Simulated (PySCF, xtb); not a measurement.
C6H4Cl, SMILES c1[c]ccc(c1)Cl, multiplicity 2.

Harmonic wavenumbers (cm⁻¹) from xtb with GFN2-xTB at its own minimum, in rising order: 188, 271, 336, 387, 431, 557, 616, 668, 765, 826, 885, 897, 935, 1073, 1105, 1105, 1159, 1224, 1264, 1387, 1410, 1501, 1601, 3083, 3083, 3092, 3093.

Question: What does PBE0-D3(BJ)/def2-SVP in PySCF give at its own minimum? (Estimate from the structure and the level; the computed values follow.)

Answer: 204, 302, 408, 428, 473, 605, 692, 711, 802, 813, 955, 974, 989, 1056, 1097, 1122, 1159, 1276, 1377, 1401, 1482, 1616, 1669, 3211, 3211, 3230, 3231. Paired by order, the mean absolute difference is 60 cm⁻¹ and the zero-point energies are 47.1 and 49.3 kcal/mol.
